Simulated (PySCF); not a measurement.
# `C[C@]1([SiH3])CN[Si@H]1[AsH2]`, C₃H₁₂AsNSi₂

Geometry:
| atom | x (Å) | y (Å) | z (Å) |
| --- | --- | --- | --- |
| C1 | 0.257 | 1.378 | -1.415 |
| C2 | 0.380 | 0.245 | -0.408 |
| Si3 | 1.702 | 0.606 | 0.903 |
| C4 | 0.563 | -1.131 | -1.067 |
| N5 | -0.491 | -1.829 | -0.358 |
| Si6 | -1.283 | -0.438 | 0.287 |
| As7 | -1.637 | -0.636 | 2.567 |
| H8 | -0.004 | 2.309 | -0.915 |
| H9 | -0.514 | 1.163 | -2.155 |
| H10 | 1.197 | 1.533 | -1.945 |
| H11 | 1.792 | -0.513 | 1.849 |
| H12 | 1.328 | 1.831 | 1.623 |
| H13 | 3.001 | 0.800 | 0.248 |
| H14 | 1.538 | -1.604 | -0.901 |
| H15 | 0.389 | -1.084 | -2.149 |
| H16 | -0.801 | -2.726 | -0.697 |
| H17 | -2.421 | 0.106 | -0.503 |
| H18 | -3.110 | -0.839 | 2.347 |
| H19 | -1.894 | 0.838 | 2.680 |

Computed, not measured: PySCF 2.14.0, TDDFT CAM-B3LYP/def2-SVPD circular dichroism and optical rotation, one conformer, gas phase. Geometry: GFN2-xTB.

The molecule is flexible and this is one conformer; a measurement averages over conformers. The calculation is non-relativistic, which matters for the atoms heavier than Zn.

Problem. Draw the ECD and absorption spectra from the lowest 16 states, each a Gaussian of half-width 0.25 eV at 1/e height.

Solution. 
```csv
E (eV),λ (nm),Δε (L mol⁻¹ cm⁻¹),ε (L mol⁻¹ cm⁻¹)
4.83,257,-0.21,4.47
4.98,249,-1.59,34.4
5.13,242,-5.97,129
5.28,235,-10.88,235
5.43,229,-9.65,209
5.58,222,-4.17,102
5.73,217,-0.56,129
5.88,211,+3.26,620
6.03,206,+12.75,2140
6.18,201,+16.68,4670
6.33,196,-6.99,7150
6.48,191,-33.29,8430
6.63,187,-21.37,8790
6.78,183,+7.62,10700
6.93,179,+16.93,13100
7.08,175,+3.13,15100
7.23,172,-18.46,17400
7.38,168,-19.26,15700
```
Δε uses R in velocity form, ε uses f in length form. Only the states computed contribute, so the short-wavelength end is incomplete.
